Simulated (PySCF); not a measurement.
Does the structure fit the spectrum?

A compound C7H9ClOSi gives the data below (simulated from a calculation) and was assigned the structure `CC1=CC=C(O[SiH3])/C1=C/Cl`.

¹³C{¹H} NMR (computed): δ 154.9 (C), 136.0 (CH), 135.0 (C), 129.7 (CH), 126.0 (CH), 110.4 (CH), 34.1 (CH2).

¹H NMR (400 MHz, computed): δ 7.10 (d, 1H), 6.39 (s, 1H), 6.25 (m, 1H), 5.36 (t, 1H), 5.06 (s, 3H), 3.37 (m, 2H).

One computed conformer, relativity neglected, isolated molecule, equivalent nuclei averaged. Coordinates at the GFN2-xTB level; PBE0/pcSseg-1 with gauge-including orbitals; PySCF 2.14.

Shifts are taken against calculated references (same method and geometry level): ¹H (σref 31.72), ¹³C (σref 186.93) vs TMS.

(1) Compare with the shifts computed for the proposed structure, pairing carbons in order of shift.

(2) Which isomer fits?

Answers

(1) Atoms are numbered as in `[CH3:1][C:2]1=[CH:3][CH:4]=[C:5]([O:6][SiH3:7])/[C:8]1=[CH:9]/[Cl:10]` (H(Xn): hydrogen on atom n).

```json
{"atom": "C5", "computed for proposal": "157.8", "given list": "154.9", "difference": "+2.9"}
{"atom": "C8", "computed for proposal": "147.4", "given list": "136.0", "difference": "+11.4"}
{"atom": "C9", "computed for proposal": "141.3", "given list": "135.0", "difference": "+6.3"}
{"atom": "C3", "computed for proposal": "135.4", "given list": "129.7", "difference": "+5.7"}
{"atom": "C2", "computed for proposal": "128.6", "given list": "126.0", "difference": "+2.6"}
{"atom": "C4", "computed for proposal": "106.7", "given list": "110.4", "difference": "-3.7"}
{"atom": "C1", "computed for proposal": "19.9", "given list": "34.1", "difference": "-14.2"}
```

The rms difference is 7.9 ppm and the largest -14.2 ppm at C1 (allylic methyl carbon). The carbon types in order of shift don't match either: C, C, CH, CH, C, CH, CH3 for the proposal against C, CH, C, CH, CH, CH, CH2 in the data. The proposal doesn't fit.

(2) `C1=C/C(=C\Cl)C(O[SiH3])=CC1`.

1. Carbon types of the structure: 2 × C, 4 × CH, 1 × CH2, leaving 3 H on heteroatoms.
2. δC 154.9: alkene carbon bearing oxygen; an sp2 carbon further deshielded by the attached heteroatom.
3. δC 136.0, 129.7, 126.0: alkene CH; an sp2 carbon of a C=C bond.
4. δC 135.0: fully substituted alkene carbon; the olefinic region.
5. δC 110.4: β carbon of an enol-ether or enamine type C=C; the O or N lone pair pushes π density onto this β carbon and shields it.

The shifts were computed for this structure.

Carbons that carry Cl, above all several Cl atoms, come out too deshielded, partly because spin–orbit coupling is missing. Shifts are as computed. Against solution values, carbons near 30 ppm lie about +3 ppm off and those near 130 ppm about +5 ppm; carbons on Cl a further +6 ppm. Of 1309 compounds with measured shifts, 239 miss one by over three times the rms of a fit or turn the order of signals round; such compounds aren't used in these exercises. Multiplicities follow the n + 1 count of equivalent neighbours, as no J values were calculated; m marks all less simple cases, F and P coupling included.
